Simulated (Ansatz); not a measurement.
Calculated with Ansatz (gas phase, PBE0-D4/def2-TZVP geometries, no zero-point term in ΔE). CCSD(T)/CBS is the MP2 limit (def2-TZVPP, def2-QZVPP) plus CCSD(T) − MP2 in def2-TZVPP, frozen cores. This one scheme is used for every species. DFT in def2-TZVPP. B3LYP here is the variant with VWN-RPA as its local correlation; programs differ in this. Each species was taken in one conformer, which may not be the lowest.

`CO[SiH](O)Cl` + H₂S → `CO[SiH](S)Cl` + H₂O  (ligand exchange at the Si–O bond)

Task: Is it downhill or uphill in electronic energy at CCSD(T)/CBS, and by how much? (Estimate.)

Result: Ansatz gave: Uphill: ΔE = +51.9 kJ/mol.

Task: What do these levels give: r2SCAN-D4, B3LYP-D4, ωB97X-V, PBE, r2SCAN, B3LYP, HF/def2-TZVPP, SCS-MP2/def2-TZVPP, CCSD(T)/def2-TZVPP, HF/def2-QZVPP, MP2/def2-QZVPP, MP2/CBS(def2)? (An estimate is asked.)

Result: Ansatz gave: r2SCAN-D4 54.1, B3LYP-D4 56.1, ωB97X-V 56.1, PBE 46.1, r2SCAN 55.0, B3LYP 62.1, HF/def2-TZVPP 74.9, SCS-MP2/def2-TZVPP 58.3, CCSD(T)/def2-TZVPP 57.0, HF/def2-QZVPP 75.9, MP2/def2-QZVPP 50.1, MP2/CBS(def2) 47.6 kJ/mol.

Largest T1 diagnostic among the species: 0.011.

The D4 term adds −6.0 kJ/mol with B3LYP and −3.3 kJ/mol with PBE0; it sums over pairs of atoms, weighted by their polarisabilities, and B3LYP, whose exchange is more repulsive, gets the larger term. From PBE to PBE0 (25 % exact exchange), in def2-TZVPP and without D4, ΔE moves by +3.0 kJ/mol. In def2-TZVPP, CCSD(T) changes the Hartree–Fock value by −17.8 kJ/mol (the triples alone add −3.5 kJ/mol) and MP2 by −22.2 kJ/mol.
